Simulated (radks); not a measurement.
Q: Neutral sulfur, 16 electrons, occupied as [Ne] 3s2 3p4 (the NIST ground configuration). All-electron calculation, non-relativistic Kohn-Sham, PBE, spin-polarised, spherical densities, point nucleus; open shells are filled with parallel spins first. Program: a radial shooting solver on a logarithmic mesh with Libxc functionals. Some entries of the table are withheld. Estimate them.

orbital  occ.  eigenvalue (eV)  <r^2> (bohr^2)
1s up       1        -2397.490         0.01273
1s down     1        -2397.233         0.01273
2s up       1        -210.3661             (1)
2s down     1        -210.1197             (2)
2p up       3        -156.4767          0.2456
2p down     3        -156.1313          0.2454
3s up       1         -17.8883           3.339
3s down     1         -16.0156           3.405
3p up       3          -7.7017           5.009
3p down     1          -5.9907           5.464

A: 
(1) 2s up <r^2> (bohr^2): 0.2755
(2) 2s down <r^2> (bohr^2): 0.2753
